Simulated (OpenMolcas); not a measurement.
## neutral silicon: the spin-orbit constant, Slater's ratio, thermal populations, worked from levels

```json
{"Program": "OpenMolcas 26.06", "Basis": "ANO-R3 [6s5p4d2f1g]", "Scalar Hamiltonian": "X2C, finite nucleus", "Active space": "2 electrons in 3 orbitals (3p)", "State averaging": "2S+1 = 3 even, 3 roots; 2S+1 = 1 even, 6 roots", "Spin-orbit coupling": "RASSI with atomic mean-field integrals over the reference wave functions, term energies averaged over their components"}
```

Methods: CASSCF; SS-CASPT2, IPEA 0.25 Eh, imaginary shift 0.1 Eh (closed shells correlated: 2s 2p 3s). Measured levels: NIST Handbook of Basic Atomic Spectroscopic Data.

**The spin-orbit constant.** For the Hund term ³P of p2, E(J) = (A/2) J(J+1) + constant and ζ = 2S·A = 2A. From J = 0 to J = 2 the energy changes by 3 A.

```json
{"Source": "CASSCF", "E(2) - E(0)": "194.4", "A": "64.8", "ζ": "130"}
{"Source": "SS-CASPT2", "E(2) - E(0)": "194.6", "A": "64.9", "ζ": "130"}
{"Source": "measured", "E(2) - E(0)": "223.2", "A": "74.4", "ζ": "149"}
```

All in cm-1. SS-CASPT2 is off by -12.8 % and CASSCF by -12.9 %. Both methods take the spin-orbit matrix elements from the reference wave functions, so the second can move ζ only through the term energies and any multistate remixing. Second-order mixing with other terms is absorbed into this ζ.

**Slater's ratio.** With one set of orbitals, p2 has ¹D - ³P = 6 F2 and ¹S - ¹D = 9 F2 (F2 = F²/25), a ratio of 3/2. Term energies are centres of gravity, weighted by 2J + 1.

| Source | ¹D - ³P | ¹S - ³P | F2 from the first | Ratio |
| --- | --- | --- | --- | --- |
| CASSCF | 8654 | 21364 | 1442 | 1.469 |
| SS-CASPT2 | 6140 | 15320 | 1023 | 1.495 |
| measured | 6149 | 15245 | 1025 | 1.479 |

Energies in cm-1. A ratio away from 3/2 shows effects beyond one configuration with one set of orbitals, and in heavier atoms second-order spin-orbit shifts.

**Thermal populations.** Z = Σ (2J + 1) exp(-E/kT) with k = 0.695035 cm-1/K, over the levels below. No other level of either list lies under 33300 cm-1, which is above 7 kT at each temperature.

```tsv
Level	2J + 1	SS-CASPT2	measured
3s² 3p² ³P₀	1	0.0	0.0
3s² 3p² ³P₁	3	66.7	77.1
3s² 3p² ³P₂	5	195	223
3s² 3p² ¹D₂	5	6270	6299
3s² 3p² ¹S₀	1	15450	15394
```

| T (K) | Z, SS-CASPT2 | Z, measured levels | Ground level (%), SS-CASPT2 | Ground level (%), measured levels |
| --- | --- | --- | --- | --- |
| 2000 | 8.260 | 8.151 | 12.1 | 12.3 |
| 3000 | 8.707 | 8.628 | 11.5 | 11.6 |
| 5000 | 9.505 | 9.451 | 10.5 | 10.6 |

At 5000 K, kT = 3475 cm-1, and the computed levels give Z = 1.000 + 2.943 + 4.727 + 0.823 + 0.012 = 9.505.

CASPT2 breaks the degeneracy within a term, and the mean is taken; among the terms shown or strongly mixed into the levels shown the widest spread is 100 cm-1 (3s² 3p² ¹D, SS-CASPT2). With the s shell closed, the reference lacks s² → p² mixing. Without dynamic correlation excited terms often stand tens of per cent too high (terms of higher spin than the ground term too low), and those without a measured partner can miss by more than the paired ones (holds for CASSCF). Computed and measured levels are paired by configuration, term and J; levels that our copy of the source lacks, or whose pairing is in doubt (as where it misses far off the trend of its configuration), stay unpaired and out of the deviations. Levels of configurations outside the active space are missing.
